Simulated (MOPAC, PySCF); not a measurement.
System: C2H6Zn, singlet: bend at the central Zn, local threefold symmetry of each CH3 group. Scanned: C-Zn-C angle. Other coordinates (Zn-C length, H-C-Zn angle, C-H length) were minimised at B3LYP/def2-TZVP.

Methods: PM7, restricted, heats of formation (MOPAC); RKS-BP86/6-31G* = PySCF 2.14.0 with restricted BP86/6-31G*, spherical d; PM3, restricted, heats of formation (MOPAC); wB97X-V/def2-TZVP, density fitting (PySCF).

Energies relative to the lowest point of each profile, in kJ/mol:

```json
[
 {"a / °": "180", "PM7": "0.0", "RKS-BP86/6-31G*": "0.0", "PM3": "0.0"},
 {"a / °": "165", "PM7": "3.7", "RKS-BP86/6-31G*": "5.3", "PM3": "3.0"},
 {"a / °": "157.50", "PM7": "8.2", "RKS-BP86/6-31G*": "12.1", "PM3": "6.7"},
 {"a / °": "150", "PM7": "14.5", "RKS-BP86/6-31G*": "21.9", "PM3": "12.3"},
 {"a / °": "142.50", "PM7": "22.9", "RKS-BP86/6-31G*": "34.7", "PM3": "19.8"},
 {"a / °": "135", "PM7": "33.2", "RKS-BP86/6-31G*": "50.5", "PM3": "29.6"},
 {"a / °": "127.50", "PM7": "45.7", "RKS-BP86/6-31G*": "69.0", "PM3": "42.0"},
 {"a / °": "120", "PM7": "60.4", "RKS-BP86/6-31G*": "90.4", "PM3": "57.5"},
 {"a / °": "112.50", "PM7": "77.6", "RKS-BP86/6-31G*": "114.7", "PM3": "76.6"},
 {"a / °": "105", "PM7": "97.6", "RKS-BP86/6-31G*": "142.5", "PM3": "100.1"},
 {"a / °": "97.50", "PM7": "121.2", "RKS-BP86/6-31G*": "174.9", "PM3": "129.1"},
 {"a / °": "90", "PM7": "149.5", "RKS-BP86/6-31G*": "213.8", "PM3": "165.5"}
]
```

### Question
Predict the corresponding wB97X-V column.

### Answer
180: 0.0; 165: 6.5; 157.50: 14.6; 150: 25.6; 142.50: 39.5; 135: 56.1; 127.50: 75.2; 120: 96.9; 112.50: 121.4; 105: 149.2; 97.50: 181.1; 90: 218.9 (kJ/mol).
